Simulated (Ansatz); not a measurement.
`CCC1=CCCCC1` at its PBE0-D4/def2-TZVP geometry, where that method's forces vanish. Charge 0, multiplicity 1.

```xyz
22

C     0.7630   -2.7069    0.5989
C     1.4868   -1.3892    0.3382
C     0.5589   -0.2280    0.1358
C     0.4036    0.7148    1.0641
C    -0.4918    1.9056    0.9223
C    -0.9460    2.1130   -0.5151
C    -1.3630    0.7907   -1.1372
C    -0.1933   -0.1809   -1.1644
H     1.4748   -3.5264    0.7243
H     0.1583   -2.6407    1.5064
H     0.0974   -2.9738   -0.2253
H     2.1567   -1.1731    1.1753
H     2.1219   -1.5005   -0.5501
H     0.9631    0.6278    1.9934
H     0.0259    2.7989    1.2886
H    -1.3653    1.7858    1.5783
H    -1.7641    2.8376   -0.5545
H    -0.1194    2.5364   -1.0975
H    -1.7520    0.9415   -2.1482
H    -2.1783    0.3573   -0.5462
H     0.5082    0.0953   -1.9643
H    -0.5454   -1.1853   -1.4228
```

Q: What forces (eV/Å) does B3LYP-D4/def2-TZVPP give on these atoms in the Gaussian-basis code of Ansatz? (Best estimate.)

A: The calculation gave: 
```
C1  -0.100 -0.214  0.039
C2   0.235  0.055 -0.012
C3   0.019  0.061  0.096
C4   0.140 -0.096  0.133
C5  -0.032  0.144  0.224
C6  -0.036  0.250 -0.125
C7  -0.245 -0.046 -0.124
C8   0.067 -0.172 -0.193
H9  -0.039  0.030 -0.002
H10  0.026 -0.013 -0.041
H11  0.034  0.005  0.048
H12 -0.025 -0.023 -0.051
H13 -0.019  0.000  0.048
H14 -0.043  0.016 -0.062
H15 -0.034 -0.037 -0.010
H16  0.035  0.019 -0.028
H17  0.046 -0.030 -0.004
H18 -0.049 -0.008  0.025
H19  0.010 -0.010  0.053
H20  0.030  0.022 -0.041
H21 -0.039 -0.017  0.028
H22  0.019  0.066 -0.001
```

B3LYP here is the variant with VWN-RPA as its local correlation; programs differ in this.
